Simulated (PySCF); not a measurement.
Job for PySCF: D3(BJ) and D4 dispersion corrections on CH3Te (SMILES C[Te]).

```python
from pyscf import gto
from pyscf.dispersion import dftd3, dftd4

mol = gto.M(
    atom='''
    C    -0.22244694   -0.00216853   -0.02219847
    Te    1.93624127    0.03899555    0.06192607
    H    -0.55129924   -0.80309467   -0.67737007
    H    -0.56775151   -0.19555540    0.99310868
    H    -0.59474358    0.96192305   -0.35536621
    ''',
    basis='def2-svp',
    charge=0, spin=1, verbose=0, max_memory=1800)
d3, d4 = {}, {}
for xc in ['hf', 'pbe', 'blyp', 'revpbe', 'tpss', 'r2scan', 'b3lyp', 'pbe0', 'bhlyp', 'camb3lyp', 'b2plyp']:
    d3[xc] = float(dftd3.DFTD3Dispersion(mol, xc=xc, version='d3bj', atm=False).get_dispersion()['energy'])
    print(f'D3(BJ) {xc:10s} {d3[xc]:14.8f} Eh')
for xc in ['hf', 'pbe', 'blyp', 'revpbe', 'tpss', 'r2scan', 'b3lyp', 'pbe0', 'bhlyp', 'camb3lyp', 'b2plyp']:
    d4[xc] = float(dftd4.DFTD4Dispersion(mol, xc={'camb3lyp': 'cam-b3lyp'}.get(xc, xc), atm=True).get_dispersion()['energy'])
    print(f'D4     {xc:10s} {d4[xc]:14.8f} Eh')
```

Program output:

```
D3(BJ) hf            -0.02517427 Eh
D3(BJ) pbe           -0.00280751 Eh
D3(BJ) blyp          -0.00641938 Eh
D3(BJ) revpbe        -0.00721973 Eh
D3(BJ) tpss          -0.00360488 Eh
D3(BJ) r2scan        -0.00070367 Eh
D3(BJ) b3lyp         -0.00528580 Eh
D3(BJ) pbe0          -0.00245946 Eh
D3(BJ) bhlyp         -0.00438740 Eh
D3(BJ) camb3lyp      -0.00231772 Eh
D3(BJ) b2plyp        -0.00256467 Eh
D4     hf            -0.00960618 Eh
D4     pbe           -0.00253488 Eh
D4     blyp          -0.00574774 Eh
D4     revpbe        -0.00796847 Eh
D4     tpss          -0.00343188 Eh
D4     r2scan        -0.00053552 Eh
D4     b3lyp         -0.00419178 Eh
D4     pbe0          -0.00210192 Eh
D4     bhlyp         -0.00336233 Eh
D4     camb3lyp      -0.00213617 Eh
D4     b2plyp        -0.00173641 Eh
```

The run finished.

Cost: about 0.03 core-seconds (a rough figure).
